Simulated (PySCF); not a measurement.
Al(Cl)(Me)(Et) (C3H8AlCl), SMILES C[CH2][Al]([CH3])[Cl].

The structure is a stationary point at B3LYP-D3(BJ)/def2-SVP. Other conformers were not sampled.

These are B3LYP/def2-TZVP (PySCF) values and carry that method's errors.

Isolated molecule, no solvent.

```
Property                                                                                                        Value
---------------------------------------------------------------------------------------------  ----------------------
total energy                                                                                       -821.96093 hartree
highest occupied level                                                                                       -7.36 eV
lowest empty level                                                                                           -0.87 eV
orbital gap                                                                                                   6.49 eV
dipole moment                                                                                                  2.08 D
quadrupole, principal values (traceless, Buckingham form, about the centre of nuclear charge)  -4.56, -1.29, 5.85 D·Å
mean static polarisability                                                                      74.3 bohr³ (11.01 Å³)
polarisability, principal values                                                               59.6, 78.2, 85.1 bohr³
```
